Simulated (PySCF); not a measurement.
CH8O2Si2, SMILES C[Si](O)(O)[SiH3].

Coordinates come from a r2SCAN-D4/def2-SVP optimisation. This is a generated structure with no PubChem entry under its InChIKey; it may be hypothetical. Other conformers were not sampled.

Vertical ionisation energy (IE) and electron affinity (EA) in eV. Rows of orbital energies are one-electron estimates. Where ΔSCF, EOM or ADC give a negative EA the extra electron is unbound and the value depends on the basis.

```
level                                              IE    EA
-----------------------------------------------  ----  ----
−ε(HOMO), −ε(LUMO), CAM-B3LYP/def2-TZVP (PySCF)     ?     ?
−ε(HOMO), −ε(LUMO), PBE/def2-TZVP (PySCF)        6.31  0.63
```

### Question
What belongs in the gaps? (Estimate from the structure and the level; the computed values follow.)

### Answer

- −ε(HOMO), −ε(LUMO), CAM-B3LYP/def2-TZVP (PySCF), IE: 8.89
- −ε(HOMO), −ε(LUMO), CAM-B3LYP/def2-TZVP (PySCF), EA: -1.18
